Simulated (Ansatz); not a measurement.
`OB[SiH]1SS1` and `C[SiH]1SS1` differ in one atom or group.

Ansatz, PBE0-D4/def2-TZVP geometries, multiplicity 1. Each molecule was computed in one conformer, which needn't be the lowest.

```
                                                                                  property  `OB[SiH]1SS1`
                                            zero-point energy (PBE0-D4/def2-TZVP) / kJ/mol          106.3
ideal-gas entropy at 298 K and 1 bar (rigid rotor, harmonic PBE0-D4/def2-TZVP) / J/(mol·K)            353
                                                       HOMO–LUMO gap (PBE/def2-TZVPP) / eV           2.25
                                            size of the dipole moment (PBE/def2-TZVPP) / D           3.45
                                        size of the dipole moment (ωB97M-V/def2-TZVPP) / D           3.80
                                                       HOMO energy (B3LYP/def2-TZVPP) / eV          -5.92
```

**Question.** What does the change do to each property? (An estimate is asked.)

**Answer.** Computed: 
| property | `C[SiH]1SS1` | shift |
| --- | --- | --- |
| zero-point energy (PBE0-D4/def2-TZVP) / kJ/mol | 128.7 | 22.4 |
| ideal-gas entropy at 298 K and 1 bar (rigid rotor, harmonic PBE0-D4/def2-TZVP) / J/(mol·K) | 324 | -29 |
| HOMO–LUMO gap (PBE/def2-TZVPP) / eV | 2.61 | 0.36 |
| size of the dipole moment (PBE/def2-TZVPP) / D | 2.76 | -0.69 |
| size of the dipole moment (ωB97M-V/def2-TZVPP) / D | 2.90 | -0.90 |
| HOMO energy (B3LYP/def2-TZVPP) / eV | -5.98 | -0.06 |

With PBE0 the HOMO falls by 0.06 eV and the LUMO rises by 0.47 eV, so the gap widens by about 0.53 eV. PBE moves the HOMO by -0.02 eV and ωB97M-V by -0.10 eV. Dipoles are sizes alone; their direction can turn. Modes under 60 cm⁻¹, often nearly free rotors, make the harmonic entropy too high.

B3LYP here is the variant with VWN-RPA as its local correlation; programs differ in this.
